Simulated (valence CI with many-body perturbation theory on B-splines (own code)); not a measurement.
**Tc³⁶⁺: electric-dipole lines**

Method: valence CI with perturbative core correlation (CI+MBPT): five valence electrons over a frozen Dirac-Fock core [He], a basis of 11 s, 11 p, 10 d, 8 f, 5 g, 2 h functions for each j, with the one-electron correlation potential Σ1, the two-electron term Σ2, the three-electron term Σ3, Breit, model QED; selected CI, second order for the rest, scaled by the run's own slope (own B-spline code, finite nucleus).

The last digits are not significant, and no measured levels were compared; by estimate large intervals hold to a few tenths of a per cent, small ones and those within an open d or f shell to about a per cent. Among the levels kept, up to 11000 cm⁻¹ of a level comes from second order outside the variational space, and about a tenth of that is noise between levels of different J, which matters for small intervals.

Lines 151 to 200 of 579 in falling wavelength, among levels below 27885 × 10³ cm⁻¹, chosen from the strongest by gf and those to the six lowest levels. Wavelengths and rates use the calculated energies. Electric multipoles are in the length gauge, E1 and E2 with the static RPA response of the core. Weak lines are less certain than strong ones. Lines between different terms over intervals too small for the method are left out, as are lines whose strength nearly cancels. The highest levels of a list are the least certain.

Levels are named by their leading jj configuration (3d3/2^4 stands for four electrons in 3d with j = 3/2), which in mixed levels can hold well under half, so a name can repeat and another be missing. Letters in brackets count levels of one name in rising energy.

| λ vac (nm) | Upper | Lower | A (s⁻¹) | log gf | Branch % |
| --- | --- | --- | --- | --- | --- |
| 12.90 | (2s^2 2p1/2 2p3/2 3d3/2) J=1/2 [a] | (2s^2 2p1/2 2p3/2 3p1/2) J=1/2 | 1.67e+10 | -1.08 | 0.1 |
| 12.57 | (2s 2p1/2 2p3/2^2 3d5/2) J=9/2 [b] | (2s 2p1/2 2p3/2^2 3p1/2) J=7/2 | 4.83e+09 | -0.94 | 2.1 |
| 12.57 | (2s^2 2p1/2 2p3/2 3p3/2) J=5/2 [b] | (2s^2 2p1/2 2p3/2 3s) J=5/2 | 1.19e+10 | -0.77 | 1.6 |
| 12.41 | (2s 2p1/2^2 2p3/2 3p3/2) J=5/2 [a] | (2s 2p1/2^2 2p3/2 3s) J=5/2 | 1.40e+10 | -0.71 | 0.0 |
| 12.10 | (2s 2p1/2 2p3/2^2 3d3/2) J=5/2 [d] | (2s 2p1/2 2p3/2^2 3p1/2) J=5/2 [c] | 6.09e+09 | -1.10 | 0.0 |
| 12.03 | (2s 2p1/2 2p3/2^2 3p3/2) J=3/2 [f] | (2s 2p1/2 2p3/2^2 3s) J=3/2 [c] | 1.92e+10 | -0.78 | 0.1 |
| 11.88 | (2s^2 2p3/2^2 3p3/2) J=3/2 [a] | (2s^2 2p1/2 2p3/2 3d3/2) J=3/2 [a] | 1.38e+10 | -0.93 | 0.6 |
| 11.85 | (2s^2 2p1/2 2p3/2 3p3/2) J=1/2 [b] | (2s^2 2p1/2 2p3/2 3s) J=3/2 [b] | 3.14e+10 | -0.88 | 2.7 |
| 11.81 | (2s 2p1/2 2p3/2^2 3p3/2) J=5/2 [b] | (2s 2p1/2 2p3/2^2 3s) J=7/2 | 6.32e+09 | -1.10 | 0.0 |
| 11.69 | (2s^2 2p3/2^2 3p3/2) J=3/2 [a] | (2s^2 2p3/2^2 3s) J=3/2 | 1.39e+10 | -0.94 | 0.6 |
| 10.66 | (2s 2p1/2^2 2p3/2 3d5/2) J=7/2 [a] | (2s 2p1/2^2 2p3/2 3p1/2) J=5/2 | 6.05e+09 | -1.08 | 0.0 |
| 9.811 | (2s 2p1/2 2p3/2^2 3p1/2) J=7/2 | (2s^2 2p3/2^2 3p1/2) J=5/2 | 9.22e+09 | -0.97 | 0.1 |
| 9.143 | (2s 2p1/2 2p3/2^2 3s) J=7/2 | (2s^2 2p3/2^2 3s) J=5/2 | 1.15e+10 | -0.94 | 0.0 |
| 8.645 | (2s 2p1/2^2 2p3/2^2) J=5/2 | (2s^2 2p1/2 2p3/2^2) J=5/2 | 3.93e+09 | -1.58 | 6.7 |
| 7.909 | (2p1/2^2 2p3/2^2 3p1/2) J=5/2 | (2s 2p1/2 2p3/2^2 3p1/2) J=5/2 [c] | 1.42e+10 | -1.10 | 0.1 |
| 7.766 | (2s 2p1/2^2 2p3/2^2) J=5/2 | (2s^2 2p1/2 2p3/2^2) J=3/2 | 1.05e+10 | -1.24 | 17.9 |
| 7.523 | (2s 2p1/2 2p3/2^3) J=5/2 | (2s^2 2p3/2^3) J=3/2 | 1.19e+10 | -1.22 | 6.5 |
| 7.300 | (2s 2p1/2^2 2p3/2^2) J=1/2 | (2s^2 2p1/2 2p3/2^2) J=1/2 | 1.55e+10 | -1.61 | 7.6 |
| 6.992 | (2p1/2^2 2p3/2^3) J=3/2 | (2s 2p1/2 2p3/2^3) J=3/2 [b] | 3.22e+10 | -1.03 | 6.0 |
| 6.735 | (2p1/2^2 2p3/2^2 3p1/2) J=3/2 | (2s 2p1/2 2p3/2^2 3p1/2) J=5/2 [b] | 3.91e+10 | -0.97 | 0.1 |
| 6.438 | (2s 2p1/2^2 2p3/2^2) J=3/2 | (2s^2 2p1/2 2p3/2^2) J=5/2 | 1.32e+10 | -1.48 | 4.3 |
| 6.199 | (2p1/2^2 2p3/2^2 3s) J=3/2 | (2s 2p1/2 2p3/2^2 3s) J=5/2 [b] | 6.15e+10 | -0.85 | 0.3 |
| 6.161 | (2s 2p1/2 2p3/2^3) J=3/2 [b] | (2s^2 2p3/2^3) J=3/2 | 1.79e+10 | -1.39 | 3.4 |
| 6.137 | (2p1/2^2 2p3/2^2 3p1/2) J=5/2 | (2s 2p1/2 2p3/2^2 3p1/2) J=7/2 | 5.56e+10 | -0.72 | 0.2 |
| 6.035 | (2p1/2^2 2p3/2^2 3s) J=5/2 | (2s 2p1/2 2p3/2^2 3s) J=7/2 | 4.40e+10 | -0.84 | 1.1 |
| 5.801 | (2p1/2^2 2p3/2^3) J=3/2 | (2s 2p1/2 2p3/2^3) J=5/2 | 7.45e+10 | -0.82 | 14.0 |
| 5.377 | (2p1/2^2 2p3/2^2 3s) J=5/2 | (2s 2p1/2 2p3/2^2 3s) J=5/2 [a] | 3.10e+10 | -1.09 | 0.8 |
| 5.068 | (2s 2p1/2 2p3/2^2 3d5/2) J=9/2 [a] | (2s^2 2p1/2 2p3/2 3d5/2) J=7/2 [a] | 3.08e+10 | -0.93 | 62.6 |
| 5.026 | (2s 2p1/2 2p3/2^2 3s) J=5/2 [a] | (2s^2 2p1/2 2p3/2 3s) J=3/2 [a] | 5.35e+10 | -0.92 | 0.4 |
| 5.016 | (2s 2p1/2 2p3/2^2 3p3/2) J=7/2 [b] | (2s^2 2p1/2 2p3/2 3p3/2) J=5/2 [b] | 2.83e+10 | -1.07 | 0.1 |
| 4.996 | (2s 2p1/2 2p3/2^2 3p3/2) J=7/2 [a] | (2s^2 2p1/2 2p3/2 3p3/2) J=5/2 [a] | 3.53e+10 | -0.98 | 0.5 |
| 4.928 | (2s 2p1/2 2p3/2^2 3p1/2) J=5/2 [a] | (2s^2 2p1/2 2p3/2 3p1/2) J=3/2 [a] | 4.18e+10 | -1.04 | 0.2 |
| 4.846 | (2s 2p1/2 2p3/2^2 3d5/2) J=11/2 | (2s^2 2p1/2 2p3/2 3d5/2) J=9/2 | 2.65e+10 | -0.95 | 73.4 |
| 4.791 | (2s 2p1/2 2p3/2^2 3s) J=7/2 | (2s^2 2p1/2 2p3/2 3s) J=5/2 | 3.72e+10 | -0.99 | 0.1 |
| 4.785 | (2s 2p1/2 2p3/2^2 3p3/2) J=9/2 | (2s^2 2p1/2 2p3/2 3p3/2) J=7/2 | 2.92e+10 | -1.00 | 25.8 |
| 4.779 | (2s 2p1/2 2p3/2^2 3d3/2) J=9/2 | (2s^2 2p1/2 2p3/2 3d3/2) J=7/2 | 2.51e+10 | -1.07 | 27.5 |
| 4.735 | (2s 2p1/2 2p3/2^2 3p1/2) J=7/2 | (2s^2 2p1/2 2p3/2 3p1/2) J=5/2 | 3.41e+10 | -1.04 | 0.3 |
| 4.591 | (2s 2p1/2^2 2p3/2^2) J=5/2 | (2s^2 2p1/2^2 2p3/2) J=3/2 | 4.45e+10 | -1.07 | 75.4 |
| 4.533 | (2s 2p1/2 2p3/2^3) J=3/2 [a] | (2s^2 2p1/2 2p3/2^2) J=5/2 | 8.65e+09 | -1.97 | 4.2 |
| 4.383 | (2s 2p3/2^3 3p3/2) J=7/2 | (2s^2 2p3/2^2 3p3/2) J=7/2 | 1.47e+11 | -0.47 | 12.3 |
| 4.362 | (2s 2p3/2^3 3s) J=5/2 | (2s^2 2p3/2^2 3s) J=5/2 | 1.42e+11 | -0.61 | 0.5 |
| 4.358 | (2s 2p3/2^3 3p1/2) J=5/2 | (2s^2 2p3/2^2 3p1/2) J=5/2 | 1.56e+11 | -0.57 | 0.4 |
| 4.356 | (2s 2p3/2^3 3p1/2) J=3/2 [a] | (2s^2 2p3/2^2 3p1/2) J=3/2 | 1.44e+11 | -0.78 | 1.4 |
| 4.324 | (2p1/2^2 2p3/2^2 3s) J=5/2 | (2s 2p1/2^2 2p3/2 3s) J=3/2 [b] | 9.12e+10 | -0.81 | 2.3 |
| 4.316 | (2s 2p3/2^3 3p3/2) J=3/2 | (2s^2 2p3/2^2 3p3/2) J=5/2 | 8.50e+10 | -1.02 | 0.2 |
| 4.281 | (2p1/2^2 2p3/2^2 3p1/2) J=5/2 | (2s 2p1/2^2 2p3/2 3p1/2) J=3/2 [b] | 9.03e+10 | -0.83 | 0.3 |
| 4.279 | (2s 2p1/2 2p3/2^3) J=3/2 [a] | (2s^2 2p1/2 2p3/2^2) J=3/2 | 1.78e+11 | -0.71 | 86.3 |
| 4.277 | (2s 2p3/2^3 3p3/2) J=5/2 [a] | (2s^2 2p3/2^2 3p3/2) J=5/2 | 9.70e+10 | -0.80 | 0.5 |
| 4.272 | (2s 2p3/2^3 3p3/2) J=5/2 [b] | (2s^2 2p3/2^2 3p3/2) J=3/2 [b] | 6.85e+10 | -0.95 | 0.3 |
| 4.258 | (2s 2p1/2 2p3/2^2 3d5/2) J=9/2 [c] | (2s^2 2p1/2 2p3/2 3d5/2) J=7/2 [b] | 3.89e+10 | -0.98 | 8.0 |

(1) How does gf follow from A for the line at 6.735 nm?

Results:

(1) gf = 1.4992 × (2J+1)_upper × A / σ², with σ = 1484831 cm⁻¹ and 2J+1 = 4: gf = 0.106.
